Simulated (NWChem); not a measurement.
System: C$_{4}$H$_{2}$ClF; SMILES C#C/C=C(/Cl)F

Input file for NWChem:

```
start job
memory heap 200 mb stack 900 mb global 1100 mb
geometry units angstroms noautosym nocenter noautoz
  C      0.058322     3.154777     0.000000
  C      0.350727     1.980338     0.000000
  C      0.747498     0.620174     0.000000
  C     -0.127926    -0.394676     0.000000
  F     -1.443373    -0.218849     0.000000
  Cl     0.320352    -2.066192     0.000000
  H     -0.219333     4.184139     0.000000
  H      1.805606     0.378466     0.000000
end
basis spherical
  * library 6-31g*
end
dft
  xc b3lyp
  iterations 150
end
cosmo
  do_cosmo_smd true
  solvent acetntrl
end
task dft energy
```

NWChem printed, in part:

```
             Northwest Computational Chemistry Package (NWChem) 7.3.0
             --------------------------------------------------------

                             Geometry "geometry" -> ""
                             -------------------------

 Output coordinates in angstroms (scale by  1.889725989 to convert to a.u.)

  No.       Tag          Charge          X              Y              Z
 ---- ---------------- ---------- -------------- -------------- --------------
    1 C                    6.0000     0.05832200     3.15477700     0.00000000
    2 C                    6.0000     0.35072700     1.98033800     0.00000000
    3 C                    6.0000     0.74749800     0.62017400     0.00000000
    4 C                    6.0000    -0.12792600    -0.39467600     0.00000000
    5 F                    9.0000    -1.44337300    -0.21884900     0.00000000
    6 Cl                  17.0000     0.32035200    -2.06619200     0.00000000
    7 H                    1.0000    -0.21933300     4.18413900     0.00000000
    8 H                    1.0000     1.80560600     0.37846600     0.00000000

 Effective nuclear repulsion energy (a.u.)     241.7870974231

                                 NWChem DFT Module
                                 -----------------

 Summary of "ao basis" -> "ao basis" (spherical)
 ------------------------------------------------------------------------------
       Tag                 Description            Shells   Functions and Types
 ---------------- ------------------------------  ------  ---------------------
 C                           6-31g*                  6       14   3s2p1d
 F                           6-31g*                  6       14   3s2p1d
 Cl                          6-31g*                  8       18   4s3p1d
 H                           6-31g*                  2        2   2s

 in cosmo_initialize ...
 calling solv_data for solv:acetntrl

 solvent parameters
 solvname_short: acetntrl
 solvname_long:  acetonitrile
 dielec:       35.6880
 dielecinf:     1.8069
 nonaqueous SMD model solvent descriptors
 dielec:       35.6880
 sola:          0.0700
 solb:          0.3200
 solc:          0.0000
 solg:         41.2500
 solh:          0.0000
 soln:          1.3442

          ---------------
          -cosmo- solvent
          ---------------
 Cosmo: York-Karplus, doi: 10.1021/jp992097l
 dielectric constant -eps-     =  35.69
 screen = (eps-1)/(eps    )    =   0.97198
 surface charge correction     = lagrangian

   van der Waals surface
 --------------------------

 ---------- ATOMIC COORDINATES (A.U.) ------------ VDWR(ANG.) --
     1    0.11021260    5.96166409    0.00000000     1.850
     2    0.66277793    3.74229618    0.00000000     1.850
     3    1.41256640    1.17195893    0.00000000     1.850
     4   -0.24174509   -0.74582949    0.00000000     1.850
     5   -2.72757947   -0.41356464    0.00000000     1.730
     6    0.60537750   -3.90453672    0.00000000     2.380
     7   -0.41447927    7.90687621    0.00000000     1.200
     8    3.41210058    0.71519704    0.00000000     1.200
 number of segments per atom =        128
 number of   points per atom =        128
 atom (   nspa,  nppa )
 ----------------------
    1 (     80,     0 )       0
    2 (     54,     0 )       0
    3 (     40,     0 )       0
    4 (     20,     0 )       0
    5 (     76,     0 )       0
    6 (    100,     0 )       0
    7 (     50,     0 )       0
    8 (     50,     0 )       0
 number of -cosmo- surface points =      470
 molecular surface =    139.609 angstrom**2
 molecular volume  =    118.816 angstrom**3
 -lineq- algorithm             =   0
 -bem- low  level              =   3
 -bem- from -octahedral-
 gaussian surface charge width =   4.50000
 degree of switching           =   1.00000
 switching function tolerance  =   0.00010
 atomic radii =
 --------------
    1  6.000  1.850
    2  6.000  1.850
    3  6.000  1.850
    4  6.000  1.850
    5  9.000  1.730
    6 17.000  2.380
    7  1.000  1.200
    8  1.000  1.200
 ...... end of -cosmo- initialization ......

 nat:                     8
 ixmem:                  3618
 calling mnsol_interface()
 G(SMD-CDS) energy (kcal/mol)  =     0.537
 SMD-CDS SASA (angstrom**2)    =   147.349

            General Information
            -------------------
          SCF calculation type: DFT
          Wavefunction type:  closed shell.
          No. of atoms     :     8
          No. of electrons :    52
           Alpha electrons :    26
            Beta electrons :    26
          Charge           :     0
          Spin multiplicity:     1
          Use of symmetry is: off; symmetry adaption is: off
          Maximum number of iterations: 150
          AO basis - number of functions:    92
                     number of shells:    42
          Convergence on energy requested:  1.00D-06
          Convergence on density requested:  1.00D-05
          Convergence on gradient requested:  5.00D-04

              XC Information
              --------------
                         B3LYP Method XC Potential
                     Hartree-Fock (Exact) Exchange  0.200
                        Slater Exchange Functional  0.800 local
                    Becke 1988 Exchange Functional  0.720 non-local
              Lee-Yang-Parr Correlation Functional  0.810
                  VWN I RPA Correlation Functional  0.190 local

             Grid Information
             ----------------
          Grid used for XC integration:  medium
          Radial quadrature: Mura-Knowles
          Angular quadrature: Lebedev.
          Tag              B.-S. Rad. Rad. Pts. Rad. Cut. Ang. Pts.
          ---              ---------- --------- --------- ---------
          C                   0.70       49          12.0       434
          F                   0.50       49          11.0       434
          Cl                  1.00       88          13.0       590
          H                   0.35       45          14.0       434
          Grid pruning is: on
          Number of quadrature shells:   423
          Spatial weights used:  Erf1

      Superposition of Atomic Density Guess
      -------------------------------------

 Sum of atomic energies:        -710.46039641

      Non-variational initial energy
      ------------------------------

 Total energy =    -713.075837
 1-e energy   =   -1458.151740
 2-e energy   =     503.288806
 HOMO         =      -0.231548
 LUMO         =       0.030249

   convergence    iter        energy       DeltaE   RMS-Dens  Diis-err
 ---------------- ----- ----------------- --------- --------- ---------
     COSMO gas phase
 d= 0,ls=0.0,diis     1   -713.4045196561 -9.55D+02  2.42D-02  1.17D+00
 d= 0,ls=0.0,diis     2   -713.1587566292  2.46D-01  1.59D-02  3.27D+00
 d= 0,ls=0.0,diis     3   -713.5369013669 -3.78D-01  4.44D-03  9.55D-02
 d= 0,ls=0.0,diis     4   -713.5390652380 -2.16D-03  2.09D-03  9.20D-02
 d= 0,ls=0.0,diis     5   -713.5504266299 -1.14D-02  6.23D-04  3.58D-03
  Resetting Diis
 d= 0,ls=0.0,diis     6   -713.5508369150 -4.10D-04  2.18D-04  6.49D-04
 d= 0,ls=0.0,diis     7   -713.5509090443 -7.21D-05  1.09D-04  2.26D-05
 d= 0,ls=0.0,diis     8   -713.5509049961  4.05D-06  6.84D-05  5.72D-05
 d= 0,ls=0.0,diis     9   -713.5509114402 -6.44D-06  9.51D-06  1.27D-06
 d= 0,ls=0.0,diis    10   -713.5509116063 -1.66D-07  2.66D-06  7.89D-08

   convergence    iter        energy       DeltaE   RMS-Dens  Diis-err
 ---------------- ----- ----------------- --------- --------- ---------
     COSMO solvation phase
 d= 0,ls=0.0,diis     1   -713.5553812959 -4.47D-03  1.89D-03  2.20D-03
 d= 0,ls=0.0,diis     2   -713.5559963984 -6.15D-04  4.28D-04  6.65D-04
 d= 0,ls=0.0,diis     3   -713.5560564092 -6.00D-05  1.25D-04  2.46D-04
 d= 0,ls=0.0,diis     4   -713.5560795224 -2.31D-05  4.50D-05  2.75D-05
 d= 0,ls=0.0,diis     5   -713.5560821784 -2.66D-06  1.60D-05  3.15D-06
 d= 0,ls=0.0,diis     6   -713.5560825009 -3.23D-07  6.12D-06  6.97D-07

         Total DFT energy =     -713.556082500946
      One electron energy =    -1460.906988293744
           Coulomb energy =      566.537850589433
    Exchange-Corr. energy =      -61.126503858476
 Nuclear repulsion energy =      241.787097423053

             COSMO energy =        0.152461638788

 Numeric. integr. density =       52.000002988082

                                COSMO-SMD solvation results
                                ---------------------------

             internal energy in gas <Psi(g)|H|Psi(g)> =      -713.550911606344
         internal energy in solvent <Psi(s)|H|Psi(s)> =      -713.550094717830
                               delta internal energy  =         0.000816888514 (    0.51 kcal/mol)
   total free energy in solvent <Psi(s)|H+V/2|Psi(s)> =      -713.556938494533
 polarization energy contribution <Psi(s)|V/2|Psi(s)> =        -0.006843776703 (   -4.29 kcal/mol)
    total free energy in solvent including G(SMD-CDS) =      -713.556082500946
                       G(SMD-CDS) energy contribution =         0.000855993587 (    0.54 kcal/mol)
     1 M fixed-concentration free energy of solvation =        -0.005170894602 (   -3.24 kcal/mol)

                       DFT Final Molecular Orbital Analysis
                       ------------------------------------

 Vector   24  Occ=2.000000D+00  E=-3.338717D-01
              MO Center=  3.5D-01,  9.8D-01, -1.2D-09, r^2= 4.4D+00
   Bfn.  Coefficient  Atom+Function         Bfn.  Coefficient  Atom+Function
  ----- ------------  ---------------      ----- ------------  ---------------
    79     -0.355650  6 Cl pz                19      0.346936  2 C  pz
    33      0.266359  3 C  pz                 5      0.255767  1 C  pz
    83     -0.192466  6 Cl pz                23      0.187518  2 C  pz
    37      0.176667  3 C  pz                 9      0.144606  1 C  pz
    75      0.137887  6 Cl pz                47      0.076426  4 C  pz

 Vector   25  Occ=2.000000D+00  E=-2.881150D-01
              MO Center=  2.5D-01,  2.4D+00, -2.8D-12, r^2= 1.7D+00
   Bfn.  Coefficient  Atom+Function         Bfn.  Coefficient  Atom+Function
  ----- ------------  ---------------      ----- ------------  ---------------
     3      0.399218  1 C  px                17      0.397194  2 C  px
     7      0.247699  1 C  px                21      0.203965  2 C  px
    22      0.143340  2 C  py                48      0.116612  4 C  s
     8      0.105484  1 C  py                 4      0.102561  1 C  py
    18      0.096648  2 C  py                91     -0.091880  8 H  s

 Vector   26  Occ=2.000000D+00  E=-2.435649D-01
              MO Center=  1.6D-01,  9.8D-01,  7.7D-10, r^2= 4.3D+00
   Bfn.  Coefficient  Atom+Function         Bfn.  Coefficient  Atom+Function
  ----- ------------  ---------------      ----- ------------  ---------------
     5      0.326092  1 C  pz                47     -0.319736  4 C  pz
    33     -0.288455  3 C  pz                79      0.266330  6 Cl pz
     9      0.230512  1 C  pz                37     -0.222483  3 C  pz
    19      0.212949  2 C  pz                51     -0.191211  4 C  pz
    61      0.176467  5 F  pz                83      0.166515  6 Cl pz

 Vector   27  Occ=0.000000D+00  E=-3.603670D-02
              MO Center=  1.5D-01,  7.6D-01, -6.9D-09, r^2= 3.8D+00
   Bfn.  Coefficient  Atom+Function         Bfn.  Coefficient  Atom+Function
  ----- ------------  ---------------      ----- ------------  ---------------
    47      0.472488  4 C  pz                51      0.474614  4 C  pz
    37     -0.362332  3 C  pz                 9      0.357579  1 C  pz
    33     -0.298079  3 C  pz                 5      0.288475  1 C  pz
    23     -0.208872  2 C  pz                61     -0.173142  5 F  pz
    65     -0.168748  5 F  pz                79     -0.163790  6 Cl pz

 Vector   28  Occ=0.000000D+00  E= 8.434563D-03
              MO Center=  3.1D-01, -3.7D-01,  5.4D-09, r^2= 5.5D+00
   Bfn.  Coefficient  Atom+Function         Bfn.  Coefficient  Atom+Function
  ----- ------------  ---------------      ----- ------------  ---------------
    48      1.151955  4 C  s                 82     -0.773306  6 Cl py
    80     -0.616177  6 Cl s                 50     -0.460802  4 C  py
    78     -0.373673  6 Cl py                92     -0.328498  8 H  s
    46     -0.326168  4 C  py                 7     -0.298673  1 C  px
    49      0.258471  4 C  px                 3     -0.228235  1 C  px

 Vector   29  Occ=0.000000D+00  E= 5.242504D-02
              MO Center=  1.9D-01,  1.0D+00,  3.3D-09, r^2= 5.8D+00
   Bfn.  Coefficient  Atom+Function         Bfn.  Coefficient  Atom+Function
  ----- ------------  ---------------      ----- ------------  ---------------
    48      0.577968  4 C  s                  7      0.532231  1 C  px
    82     -0.530573  6 Cl py                21     -0.440674  2 C  px
    50     -0.440375  4 C  py                80     -0.389794  6 Cl s
    17     -0.340261  2 C  px                92      0.340622  8 H  s
    22     -0.324088  2 C  py                46     -0.323638  4 C  py

     Multipole analysis of the density
     ---------------------------------

     L   x y z        total         alpha         beta         nuclear
     -   - - -        -----         -----         ----         -------
     0   0 0 0     -0.000000    -26.000000    -26.000000     52.000000

     1   1 0 0      0.393793     -0.004951     -0.004951      0.403695
     1   0 1 0      0.286389      0.491492      0.491492     -0.696595
     1   0 0 1     -0.000000     -0.000000     -0.000000      0.000000

     2   2 0 0    -28.859229    -64.446044    -64.446044    100.032859
     2   1 1 0     -1.101098     -0.036018     -0.036018     -1.029062
     2   1 0 1      0.000000      0.000000      0.000000      0.000000
     2   0 2 0    -24.524552   -328.560902   -328.560902    632.597251
     2   0 1 1      0.000000      0.000000      0.000000      0.000000
     2   0 0 2    -30.368347    -15.184174    -15.184174      0.000000
```

Level: B3LYP/6-31G* (spherical d), SMD on the gas-phase geometry. All runs use the structure optimised with B3LYP/6-31G* (spherical d). Solvent: acetonitrile.
